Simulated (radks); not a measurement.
Values are calculated unless marked as measured or tabulated.
Te4+, 48 electrons, occupied as [Kr] 4d10 5s2. Level of theory: Dirac Kohn-Sham, LDA (Slater exchange, Perdew-Wang correlation), spin-unpolarised, spherical densities, point nucleus (a radial shooting solver on a logarithmic mesh with Libxc functionals).

Normalised radial functions P(r) = r R(r) (large component), r in bohr:

```
   r/bohr * 4p1/2, o 4d3/2, + 5s1/2 (the largest magnitude, 1.29, reaches the edge; | marks zero, & curves that meet)
 0.002911                             &+
 0.003852                             & +
 0.005056                             o*+
  0.00669                             o*+
 0.008852                             o*+
  0.01162                             o *+
  0.01537                             o  &
  0.02018                             o + *
   0.0267                             |&    *
  0.03505                             +o      *
  0.04637                           + | o       *
  0.06135                         +   |  o      *
  0.08053                         +   |    o  *
   0.1066                          +  |  *    o
   0.1399                        *    +          o
   0.1851                *            |   +        o
   0.2429              *              |     +    o
   0.3214                     *       |  +o
   0.4252                      o  +   |      *
   0.5582            o       +        |                     *
   0.7385      o               +      |                          *
   0.9694       o                     |  +                 *
    1.283             o               |          *  +
    1.684                     o       |   *             +
    2.228                          o  |*             +
    2.947                            o*      +
    3.869                             & +
    5.119                             &
```

4p1/2: eigenvalue -164.30 eV, 2 radial nodes at r = 0.119, 0.375 bohr, <r> = 0.800 bohr, 90 % of the charge inside 1.17 bohr. 4d3/2: eigenvalue -85.611 eV, 1 radial node at r = 0.362 bohr, <r> = 0.954 bohr, 90 % of the charge inside 1.46 bohr. 5s1/2: eigenvalue -53.756 eV, 4 radial nodes at r = 0.0346, 0.137, 0.368, 0.908 bohr, <r> = 1.86 bohr, 90 % of the charge inside 2.66 bohr.
